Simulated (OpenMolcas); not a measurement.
# d8 ions of charge +3 down a group on the Cd site of KCdF3

- Program: OpenMolcas 26.06
- Method: SS-CASPT2, IPEA 0.25 Eh, imaginary shift 0.1 Eh
- Spin-orbit coupling: RASSI with atomic mean-field integrals over the reference wave functions

The d shell is active; CASPT2 correlates the ligand valence shells and the outer metal core. Each dopant is a cluster with its nearest anions in model potentials and point charges, with no relaxation and no local charge compensation. Distances were set from a Shannon-type radius of the metal (high-spin where two are listed) plus a fixed donor radius (F 1.31 Å), in hosts weighted 0.65 to 0.35 with the host's distance in the model lattice. Ligand basis ANO-RCC-VDZP, DKH2 Hamiltonian. States (labels of O, the rotations of Oh). Energies in cm-1 above the lowest state or level, χT in cm3 K/mol. Spin-only χT is S(S+1) / 2 for the spin of the ground state.

```csv
Ion,Shell,R (Å),Metal basis,Ground state,First state of that spin,First gap with spin-orbit (degeneracies),χT at 300 K,First state of another spin,Spin-only χT
Ag3+,4d8,2.092,ANO-RCC-VTZP,3A2,3T2 21480,"4050 (3, 2)",1.226,1E 4090,1.000
Au3+,5d8,2.157,ANO-RCC-VTZP,3A2,3T2 21850,"4920 (3, 2)",1.546,1E 5340,1.000
```

Every ion keeps the highest spin of its shell. χT departs most from the spin-only value for Au3+, by +0.546 cm3 K/mol.

Roots that are degenerate in the reference are averaged as groups; the widest CASPT2 spread within a group is 1300 cm-1 (the 3-fold group of multiplicity 1 near 22500 cm-1 above the lowest state of its run, Ag3+). Shifts and gaps below about the spread of the groups concerned are not significant. Over all roots computed the reference weight is 0.65 to 0.71 in Ag3+, 0.68 to 0.71 in Au3+; the roots of lowest weight are the least certain, and an intruder state may touch them. Real 4d8 and 5d8 ions are as a rule square planar and diamagnetic. Ligand-to-metal charge-transfer states are missing. With no ligand orbital active B as a rule stays too high, so bands that hang on it stand too high and its fall with covalency is understated. With one d shell and no ligand orbital active, 10Dq can be off by a tenth or more. The least metal-like active orbital is 77 % on the metal (Löwdin) and no ligand orbital is active, so the numbers are rough (holds for Ag3+). The least metal-like active orbital is 78 % on the metal (Löwdin) and no ligand orbital is active, so the numbers are rough (holds for Au3+). No measured value stands beside these numbers; the geometry was set by hand and not optimised.
